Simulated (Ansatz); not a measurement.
C10H19GeN⁺, that is Ge(vinyl)3(NHtBu) with one electron fewer, relaxed as a doublet with UKS PBE-D4/def2-SVP in Ansatz, starting from the PBE-D4/def2-SVP geometry of the neutral singlet. Force threshold 0.03 eV/Å.

Start:

```xyz
31

Ge   -0.210   -1.046   -0.621
C     0.054   -1.288   -2.546
C     0.974   -2.103   -3.096
H    -0.632   -0.728   -3.211
H     1.676   -2.690   -2.476
H     1.073   -2.219   -4.189
C     1.262   -1.903    0.362
C     2.566   -1.699    0.091
H     0.993   -2.598    1.181
H     2.894   -1.016   -0.714
H     3.371   -2.195    0.661
C    -1.906   -1.848   -0.065
C    -3.031   -1.122    0.069
H    -1.940   -2.941    0.102
H    -3.020   -0.031   -0.104
H    -3.998   -1.575    0.351
N    -0.375    0.799   -0.435
C    -0.076    1.598    0.767
C     1.425    1.958    0.842
C    -0.910    2.893    0.686
C    -0.477    0.813    2.026
H    -0.045    1.280   -1.279
H     1.652    2.594    1.722
H     2.042    1.040    0.909
H     1.737    2.516   -0.066
H    -0.660    3.463   -0.233
H    -0.719    3.555    1.556
H    -1.992    2.653    0.652
H     0.128   -0.110    2.135
H    -1.545    0.523    1.994
H    -0.308    1.427    2.932
```

Estimate the energy that the relaxation releases and the steps that it takes.

43.1 kJ/mol, in 41 steps; 4.4 min on 4 threads of Intel Xeon on a shared host. The force fell under the threshold at step 35, but the optimiser went on. No frequencies were taken in this run, so the end may be a saddle point.

Does the start keep its bonding?

By distances, no bond broke or formed. The bond that changes most is Ge1–N17, from 1.86 to 1.96 Å (atoms count from 1).

Predict the relaxed structure.


Cartesian coordinates in Å:
```
Ge -0.283 -1.095 -0.583
C -0.121 -1.168 -2.510
C 0.711 -2.023 -3.137
H -0.770 -0.503 -3.109
H 1.367 -2.719 -2.588
H 0.766 -2.067 -4.238
C 1.170 -1.916 0.416
C 2.461 -1.791 0.047
H 0.897 -2.531 1.293
H 2.776 -1.185 -0.820
H 3.267 -2.306 0.598
C -2.066 -1.469 0.101
C -3.095 -1.708 -0.735
H -2.203 -1.532 1.194
H -2.998 -1.653 -1.833
H -4.089 -1.994 -0.350
N -0.066 0.832 -0.275
C 0.092 1.620 0.928
C 1.563 2.153 0.913
C -0.884 2.825 0.833
C -0.169 0.791 2.187
H -0.004 1.412 -1.129
H 1.694 2.808 1.798
H 2.279 1.312 0.974
H 1.774 2.751 0.005
H -0.689 3.441 -0.068
H -0.742 3.468 1.723
H -1.934 2.476 0.810
H 0.527 -0.068 2.260
H -1.211 0.418 2.211
H -0.018 1.419 3.084
```
Bond lengths: 6 × C–C 1.35 to 1.56 Å; 3 × C–Ge 1.94 to 1.95 Å; 1 × Ge–N 1.96 Å; 1 × C–N 1.45 Å; 18 × C–H 1.10 to 1.11 Å; 1 × H–N 1.03 Å.
